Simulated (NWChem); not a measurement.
# TiOF$_{2}$; SMILES [F][Ti]([F])=[O]

```xyz
4

Ti     0.0247    -0.0763     0.0000
O      1.5815     0.2024     0.0000
F     -0.7579     0.1357    -1.5746
F     -0.7579     0.1357     1.5746
```
Atoms are numbered in this order, from 1.

Geometry: optimised at PBE0/def2-SVP.

Problem. Give the principal values of the shielding tensors (ppm) of Ti1, O2, F3 from LDA (Slater exchange, VWN5)/pcSseg-1, GIAO (NWChem), with their diamagnetic and paramagnetic parts as GIAO splits them.

Solution. 
```tsv
atom	σ11	σ22	σ33	isotropic	diamagnetic	paramagnetic
Ti1	-643.7	-553.4	320.2	-292.3	1608.5	-1900.8
O2	-1830.8	-933.3	168.8	-865.1	403.9	-1269.0
F3	-780.9	38.4	181.3	-187.1	477.7	-664.8
```
